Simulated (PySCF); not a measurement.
Structure problem from calculated spectra and properties.

Elements present: C, H, O and S. Monoisotopic mass: 122.0402 u.

* 1H NMR: chemical shifts (computed TMS as zero) by class: 2.72 (1 H), 2.42 (3 H), 1.29 (6 H) ppm [GIAO B97-2/pcSseg-2]
* Dipole: 4.56 D [B97-2/pcSseg-2]
* 13C NMR: chemical shifts (computed TMS as zero) by class: 58.6 (1 C), 38.7 (1 C), 16.9 (2 C) ppm [GIAO B97-2/pcSseg-2]
* NMR, other nuclei: isotropic shieldings of nuclei other than C and H, by class: 142 (2 O), 177 (1 S) ppm [GIAO B97-2/pcSseg-2]
* Rotational structure: rotational constants A, B, C: 3.039, 2.033, 1.680 GHz [PBE0-D3(BJ)/def2-TZVP]

Electronic properties: PySCF, gas phase, density fitting. Levels stand in brackets. One conformer (not necessarily the lowest) at the PBE0-D3(BJ)/def2-TZVP geometry, without solvent, vibrations or thermal averaging. NMR values are class means; diastereotopic atoms form classes of their own.

Task: Which formula fits the mass and the elements?

Result: C4H10O2S (calculated 122.0402). No other formula that holds each of these elements comes within 0.0003 u with a fitting electron parity and a possible valence count.

Task: Propose a structure and show how it fits.

Result: Numbering: `[CH3:1][CH:2]([CH3:3])[S:4]([CH3:5])(=[O:6])=[O:7]`. 4 carbons fall into 3 classes; from least to most shielded: sp3 carbon bound to sulfur [C2] (58.6 ppm), S-methyl carbon [C5] (38.7 ppm), methyl carbon [C1/C3] (16.9 ppm, 2 C, up to 5.0 ppm apart in this geometry). Hydrogen classes from least to most shielded: 1 H on an sp3 carbon bound to sulfur, C2 (2.72 ppm), 3 H on an S-methyl carbon, C5 (2.42 ppm), 6 H on 2 methyl carbons, C1/C3 (1.29 ppm, a mean of values up to 1.1 ppm apart in this geometry). The other shieldings belong to: 142 ppm, sulfonyl oxygen [O6/O7]; 177 ppm, sulfonyl sulfur [S4]. The optimised geometry has point group C1 and is an asymmetric top. Structure: `CC(C)S(C)(=O)=O`. Computed isomers that give other values at the same levels: `CCCS(C)(=O)=O` (13C chemical shifts (computed TMS as zero) by class: 58.2 (1 C), 43.2 (1 C), 20.0 (1 C), 15.8 (1 C) ppm). The assignments are read from this structure; whether some other isomer fits the data as well wasn't checked.

Shape of the structure used: `[CH3:1][CH:2]([CH3:3])[S:4]([CH3:5])(=[O:6])=[O:7]`: C1–C2–S4–C5 176°.
